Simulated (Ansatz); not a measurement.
## AlClF2 (SMILES [F][Al]([F])[Cl]): methods side by side

AlClF2: 4 atoms, total charge 0, spin state singlet. SMILES: `[F][Al]([F])[Cl]`. The coordinates come from a PBE0-D4/def2-TZVP relaxation.

```xyz
4

F     0.9972    0.7218    1.1496
Al    0.0693   -0.0508    0.0536
F     0.2735   -1.6538   -0.1647
Cl   -1.3400    0.9828   -1.0386
```

Quantity: the energy change with the Al2–Cl4 bond stretched from 2.061 to 5.152 Å, in eV. The values are calculated.

```
                      level                    kind  program  value (eV)  less FCI/STO-3G  CPU time (all runs)
     HF/STO-3G (restricted)            Hartree–Fock   Ansatz        8.32            +2.51               0.37 s
  SVWN5/STO-3G (restricted)                     LDA   Ansatz        5.82            +0.01                3.1 s
 revPBE/STO-3G (restricted)                     GGA   Ansatz        5.33            -0.48                8.8 s
 r2SCAN/STO-3G (restricted)                meta-GGA   Ansatz        5.82            +0.01                 49 s
  B3LYP/STO-3G (restricted)           global hybrid   Ansatz        6.06            +0.25                5.3 s
  wB97X/STO-3G (restricted)  range-separated hybrid   Ansatz        7.31            +1.50                 22 s
 B2PLYP/STO-3G (restricted)           double hybrid   Ansatz        5.77            -0.04                  5 s
BCCD(T)/STO-3G (restricted)   coupled cluster or CI   Ansatz        5.69            -0.12               0.85 s
   CCSD/STO-3G (restricted)   coupled cluster or CI   Ansatz        6.13            +0.32               0.72 s
                 FCI/STO-3G      exact in the basis   Ansatz        5.81             0.00                 41 s
```

FCI/STO-3G is exact within its basis and frozen core, so for wave-function methods in that basis the difference is their error; functionals converge differently with the basis, so for them it is only a difference. A spin-restricted reference rises too steeply as a bond breaks; here HF/STO-3G, wB97X/STO-3G lie well above the multireference or unrestricted value. The first shape isn't each level's own minimum. The values span 5.33 to 8.32 eV. All rows use very small basis sets, so none should be taken for the real molecule's value. In so small a basis fixed costs decide the times, and correlated methods can beat functionals. CPU times are rough (shared hosts, several kinds of processor and program).
